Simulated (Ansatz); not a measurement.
Single points on Li₁₀ (started as a model of: Li10 tetrahedron).

```yaml
crystal:
  periodic: [false, false, false]
  atoms:
    - {symbol: Li, position_ang: [-2.207365, -2.194318, -2.211841]}
    - {symbol: Li, position_ang: [-0.008722, 0.006924, -2.002751]}
    - {symbol: Li, position_ang: [2.190160, 2.210679, -2.194542]}
    - {symbol: Li, position_ang: [-0.005267, -2.007927, -0.001467]}
    - {symbol: Li, position_ang: [1.998914, 0.004498, 0.005504]}
    - {symbol: Li, position_ang: [2.204111, -2.205659, 2.196840]}
    - {symbol: Li, position_ang: [-2.016983, -0.000598, 0.003940]}
    - {symbol: Li, position_ang: [-0.012910, 2.010983, 0.010549]}
    - {symbol: Li, position_ang: [-0.008589, -0.002790, 2.012424]}
    - {symbol: Li, position_ang: [-2.216349, 2.202008, 2.210843]}
basis:
  gaussian: {orbitals: def2-TZVP, initial_orbitals: start.molden}
hamiltonian: {xc: pbe}
scf: {omitted_lower_state_checks: [starts]}
output: {forces: true, orbitals: {seedname: orbitals}}
```

The file start.molden holds the orbitals of an earlier run on this structure, at another level or in another basis.

```sh
$ ansatz run in.yaml --threads 4 --pin off --events-out ev --progress --plain --max-ram 3916MiB
```

Output, abridged:

```
Functional definition: PBE
1290 factors; their error is unknown
mean field evaluation 1: about -2039.3574 eV, gradient 8.6e0 eV
mean field evaluation 2: about -2039.4306 eV, gradient 1.6e-1 eV
mean field evaluation 4: about -2039.4285 eV, gradient 4.5e-3 eV
mean field -2039.42845495 eV, -74.9476133450 hartree, gradient 2.4e-5 eV, S^2 0.000000; 0 other end points of the search recorded, 0 dependent functions left out
reference -2039.42850621 eV, -74.9476152288 hartree; 15, 15 occupied and 125, 125 virtual orbitals, 1290 factors
Total energy: -2039.42850621 eV, -74.9476152288 hartree
Atom 0 at    -2.207365    -2.194318    -2.211841 Å, force     0.001852     0.001202     0.001779 eV/Å
Atom 1 at    -0.008722     0.006924    -2.002751 Å, force     0.000009     0.000207    -0.040900 eV/Å
Atom 2 at     2.190160     2.210679    -2.194542 Å, force    -0.001550    -0.001223     0.001733 eV/Å
Atom 3 at    -0.005267    -2.007927    -0.001467 Å, force    -0.000310    -0.039442    -0.000105 eV/Å
Atom 4 at     1.998914     0.004498     0.005504 Å, force     0.040880    -0.000336    -0.000764 eV/Å
Atom 5 at     2.204111    -2.205659     2.196840 Å, force    -0.001772     0.001771    -0.001069 eV/Å
Atom 6 at    -2.016983    -0.000598     0.003940 Å, force    -0.040558     0.000225     0.000693 eV/Å
Atom 7 at    -0.012910     2.010983     0.010549 Å, force     0.000326     0.040781    -0.000737 eV/Å
Atom 8 at    -0.008589    -0.002790     2.012424 Å, force    -0.000414    -0.001312     0.040917 eV/Å
Atom 9 at    -2.216349     2.202008     2.210843 Å, force     0.001538    -0.001873    -0.001547 eV/Å
Dipole moment:    -0.001179    -0.000798     0.001814 e Å
Checks for a lower state left out: starts
```

Hardware: 4 threads of Arm Neoverse V1 on a shared host. Wall time 1.8 s.

As the first input, with `hamiltonian: {xc: {name: BLYP}}`, `output: {orbitals: {seedname: orbitals}}` (abridged; 1.4 s):

```
Functional definition: BLYP
mean field -2043.97117998 eV, -75.1145554107 hartree, gradient 1.2e-5 eV, S^2 0.000000
Total energy: -2043.97155011 eV, -75.1145690127 hartree
Checks for a lower state left out: starts
```

As the first input, with `hamiltonian: {xc: {name: r2SCAN0}}`, `output: {orbitals: {seedname: orbitals}}` (abridged; 3.1 s):

```
Functional definition: r2SCAN0
mean field -2043.56313883 eV, -75.0995601751 hartree, gradient 8.2e-6 eV, S^2 0.000000
Total energy: -2043.56315235 eV, -75.0995606719 hartree
Checks for a lower state left out: starts
```

The first input with `hamiltonian: {xc: {name: PBE-QIDH}}` and without the key `output` (abridged; 2.4 s):

```
Functional definition: PBE-QIDH
mean field -2036.34986900 eV, -74.8344773981 hartree, gradient 3.5e-6 eV, S^2 0.000000; unrestricted orbitals would lower it
second order -13.24379178 eV of doubles, -0.00000000 eV of singles
Total energy: -2040.76448181 eV, -74.9967114266 hartree
Checks for a lower state left out: starts
```

Geometry: B3LYP/def2-TZVP.

Correlated methods freeze no core orbitals; core or outer-core shells of Li are correlated, in sets that lack core-valence functions. At PBE/def2-TZVP, PBE-QIDH/def2-TZVP the restricted singlet (for correlated methods, its reference) is unstable: a solution with broken spin symmetry lies lower. The restricted singlet is unstable towards broken spin symmetry at other levels; at BLYP/def2-TZVP, r2SCAN0/def2-TZVP this wasn't settled. The geometry of the singlet was relaxed on an unsound state (restricted singlet, unstable towards broken spin symmetry at other levels and untested here). The order of the spin states hangs on the level: the triplet lies 0.05 eV below the singlet at PBE0/def2-TZVP, but 0.11 eV above it at BLYP/def2-TZVP. The singlet is doubtful at PBE0/def2-TZVP (restricted singlet, unstable towards broken spin symmetry). The singlet is doubtful at BLYP/def2-TZVP (restricted singlet, unstable towards broken spin symmetry at other levels and untested here).
